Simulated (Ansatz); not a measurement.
All values below come from frozen-core CCSD(T)/def2-TZVPP // PBE0-D3(BJ)/def2-TZVP (Ansatz, a quantum-chemistry and plane-wave program). The restricted HF reference is unstable towards unrestricted orbitals.

Ansatz 0.2 input:
```yaml
crystal:
  periodic: [false, false, false]
  atoms:
    - { symbol: C, position_ang: [-0.893349, 0.009663, 0.23148] }
    - { symbol: Si, position_ang: [0.750873, -0.008121, -0.194561] }
    - { symbol: H, position_ang: [-1.579224, 0.758245, -0.147582] }
    - { symbol: H, position_ang: [-1.323892, -0.726845, 0.899815] }
    - { symbol: H, position_ang: [1.695958, -1.023642, 0.315757] }
    - { symbol: H, position_ang: [1.349633, 0.9907, -1.104908] }
basis:
  gaussian: { orbitals: def2-TZVPP }
correlation:
  method: ccsd_t
```

Output:

```
Functional definition: HF
733 factors; integrals over basis functions are off by at most 1.4e-3 eV
mean field evaluation 1: about -8952.0617 eV, gradient 3.1e1 eV
mean field evaluation 2: about -8952.0638 eV, gradient 3.1e1 eV
mean field evaluation 4: about -8954.8373 eV, gradient 2.7e0 eV
mean field evaluation 8: about -8954.8842 eV, gradient 2.7e-1 eV
mean field evaluation 16: about -8954.8356 eV, gradient 2.7e0 eV
mean field -8954.88493743 eV, -329.0859516115 hartree, gradient 7.0e-6 eV, S^2 0.000000; 0 other end points of the search recorded, 0 dependent functions left out; unrestricted orbitals would lower it
6 core orbitals not correlated
reference -8954.88493743 eV, -329.0859516115 hartree; 6, 6 occupied and 117, 117 virtual orbitals, 733 factors
second order -8.04387847 eV of doubles, -0.00000000 eV of singles
cycle   1  -8.52566180 eV  change   -4.8e-1 eV  update   7.4e-2
cycle   2  -8.81066353 eV  change   -2.9e-1 eV  update   2.6e-2
cycle   3  -8.86431905 eV  change   -5.4e-2 eV  update   1.2e-2
cycle   4  -8.86192653 eV  change    2.4e-3 eV  update   3.7e-3
cycle   5  -8.86214248 eV  change   -2.2e-4 eV  update   1.2e-3
cycle   6  -8.86203337 eV  change    1.1e-4 eV  update   4.2e-4
cycle   7  -8.86214254 eV  change   -1.1e-4 eV  update   1.9e-4
cycle   8  -8.86216983 eV  change   -2.7e-5 eV  update   5.3e-5
cycle   9  -8.86214970 eV  change    2.0e-5 eV  update   1.5e-5
cycle  10  -8.86214704 eV  change    2.7e-6 eV  update   3.4e-6
perturbative correction -0.39112143 eV, -0.0143734476 hartree
Total energy: -8964.13820590 eV, -329.4260029559 hartree
```

Cost: about 9 core-seconds (a rough figure).
